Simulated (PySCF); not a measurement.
Species: C7H5F5O.
Cartesian coordinates in Å at the PBE0-D3(BJ)/def2-SVP level; atoms count from 1:
```
atom  x, y, z in Å
F1    -0.281    1.729   -1.608
C2    -0.668    0.826   -0.706
C3     0.171   -0.150   -0.333
C4     1.545   -0.315   -0.884
F5     1.679   -1.514   -1.529
C6     2.641   -0.246    0.179
F7     2.512    0.881    0.881
F8     3.841   -0.236   -0.399
F9     2.601   -1.272    1.017
O10   -0.176   -1.100    0.580
C11   -1.426   -1.033    1.100
C12   -2.328   -0.098    0.793
C13   -2.046    1.008   -0.180
H14    1.738    0.504   -1.593
H15   -1.604   -1.845    1.806
H16   -3.306   -0.147    1.276
H17   -2.139    2.007    0.290
H18   -2.766    1.011   -1.022
```

Method used: PBE0-D3(BJ)/def2-SVP geometry optimisation, gas phase in PySCF.

Take the most abundant isotopes and a rigid rotor. The values belong to one conformer with, in the numbering `[F:1][C:2]1=[C:3]([C@H:4]([F:5])[C:6]([F:7])([F:8])[F:9])[O:10][CH:11]=[CH:12][CH2:13]1`, C2–C3–C4–F5 -118°.

(1) Give the principal moments of inertia and the rotational constants in GHz.

(2) Classify the top.

(3) Is it planar, by Δ = Ic − Ia − Ib?

(4) Give the other two planar moments, Paa and Pbb, and the rms extents of the mass along the axes.

(5) Where do the levels up to J = 5 lie, in MHz?

(6) Predict some low-J microwave lines.

(7) Estimate the classical rotational partition function at 25 K, 50 K and 298.15 K.

Answers

(1) Ia = 371.49, Ib = 890.48, Ic = 1002.64 u·Å²; 505379 MHz·u·Å²/I gives 1360, 567.5 and 504.0 MHz, that is A = 1.3604, B = 0.5675, C = 0.5040 GHz.

(2) An asymmetric top: κ = (2 × 567.5 − 1360 − 504.0)/(1360 − 504.0) = -0.85.

(3) Not planar: Δ = Ic − Ia − Ib = -259.33 u·Å². For a rigid frame Δ = −2 Σ m c², so Σ m c² = 129.66 u·Å² lies off the ab plane: 2.51 from hydrogen and 127.15 from heavier atoms. The atom farthest from that plane is 1.87 Å away.

(4) Paa = Σ m a² = (Ib + Ic − Ia)/2 = 760.82 and Pbb = Σ m b² = (Ia + Ic − Ib)/2 = 241.82 u·Å². With the mass M = 200.03 u, the rms extents √(P/M) along a, b and c are 1.95, 1.10, 0.81 Å.

(5) Above 0(0,0):
J = 1: 1(0,1) 1072, 1(1,1) 1864, 1(1,0) 1928
J = 2: 2(0,2) 3211, 2(1,2) 3944, 2(1,1) 4135, 2(2,1) 6513, 2(2,0) 6517
J = 3: 3(0,3) 6411, 3(1,3) 7061, 3(1,2) 7442, 3(2,2) 9728, 3(2,1) 9746, 3(3,1) 13853, 3(3,0) 13854
J = 4: 4(0,4) 10662, 4(1,4) 11214, 4(1,3) 11848, 4(2,3) 14011, 4(2,2) 14066, 4(3,2) 18147, 4(3,1) 18148, 4(4,1) 23913, 4(4,0) 23913
J = 5: 5(0,5) 15950, 5(1,5) 16398, 5(1,4) 17347, 5(2,4) 19361, 5(2,3) 19485, 5(3,3) 23516, 5(3,2) 23520, 5(4,2) 29279, 5(4,1) 29279, 5(5,1) 36693, 5(5,0) 36693
Those of J = 1 are B + C, A + C and A + B.

(6) The dipole components are |μa| = 3.27 D, |μb| = 0.14 D, |μc| = 0.68 D. Intensities carry the squares of the components, which stand as 1.00 : 0.00 : 0.04 (a : b : c). Some lines, for components of 0.1 D or more:

```
type  branch         J(Ka,Kc)   MHz  lower level (cm⁻¹)
   a       Q  3(1,2) ← 3(1,3)   381               0.236
   a       Q  4(1,3) ← 4(1,4)   634               0.374
   b       Q  1(1,0) ← 1(0,1)   856               0.036
   b       Q  2(1,1) ← 2(0,2)   924               0.107
   b       R  3(1,2) ← 2(2,1)   929               0.217
   b       Q  4(1,3) ← 4(0,4)  1186               0.356
   b       R  2(0,2) ← 1(1,1)  1347               0.062
   a       R  2(1,1) ← 1(1,0)  2207               0.064
   c       Q  3(2,2) ← 3(1,2)  2286               0.248
   c       Q  2(2,1) ← 2(1,1)  2379               0.138
   b       Q  2(2,1) ← 2(1,2)  2569               0.132
   b       Q  3(2,2) ← 3(1,3)  2667               0.236
   b       Q  4(2,3) ← 4(1,4)  2798               0.374
   b       R  3(1,3) ← 2(0,2)  3850               0.107
   a       R  4(0,4) ← 3(0,3)  4250               0.214
   a       R  4(2,3) ← 3(2,2)  4283               0.324
   a       R  4(3,2) ← 3(3,1)  4293               0.462
   a       R  4(3,1) ← 3(3,0)  4294               0.462
   a       R  4(1,3) ← 3(1,2)  4406               0.248
   b       R  4(1,4) ← 3(0,3)  4803               0.214
   c       R  4(1,3) ← 3(0,3)  5437               0.214
   b       R  3(2,1) ← 2(1,2)  5802               0.132
   c       R  4(2,3) ← 3(1,3)  6950               0.236
   c       R  4(3,1) ← 3(2,1)  8401               0.325
   c       R  4(3,2) ← 3(2,2)  8419               0.324
```

(7) Point group C1, symmetry number σ = 1; q = (√π/σ)·√((kT/h)³/(ABC)), k/h = 20836.6 MHz/K: 33800 at 25 K, 95500 at 50 K, 1390000 at 298.15 K.

PBE0-D3(BJ)/def2-SVP frequencies: not computed here. Constants of a rigid frame at the computed geometry: no zero-point averaging, no centrifugal distortion.
